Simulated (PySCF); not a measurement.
A structure optimised at PBE-D3(BJ)/def2-TZVP, used in a PySCF frequency run:

```
C
F 1 1.2469
F 1 1.2469 2 120.00
F 1 1.2469 2 120.00 3 180.00
```
Charge +1, spin multiplicity 1.

Q: Write its SMILES, formula and point group.

A: F[C+](F)F, CF3, D3h

Q: What are its rotational constants (standard atomic weights)?

A: 11.405, 11.405, 5.7027 GHz
